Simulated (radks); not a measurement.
The numbers below are computed, except where a source is named.
Problem. Se VII, 28 electrons, occupied as [Ne] 3s1 3p6 3d10 4f1 (not the ground configuration). Code: a radial shooting solver on a logarithmic mesh with Libxc functionals. Model: Dirac Kohn-Sham, PBE, spin-unpolarised, spherical densities, finite nucleus; open shells fill j = l - 1/2 first; Fermi nuclear charge, rms radius 4.14 fm.

Spin-orbit splittings of the eigenvalues, e(l+1/2) - e(l-1/2), with zeta = 2 splitting/(2l+1) and mean radii in bohr:

shell  occ.  splitting (eV)  zeta (eV)  <r> j=l-1/2  <r> j=l+1/2
2p        6           41.86      27.91       0.1684       0.1721
3p        6               ?          ?       0.5717       0.5814
3d       10          0.9762     0.3905       0.5912       0.5946
4p        0          0.9763     0.6509        1.558        1.576
4d        0          0.1355    0.05418        1.897        1.902
4f        1        0.004637   0.001325        2.412        2.412
5f        0        0.002849  0.0008139        4.320        4.321

Estimate the 3p splitting.

Solution. 6.087 eV (zeta = 4.058 eV).
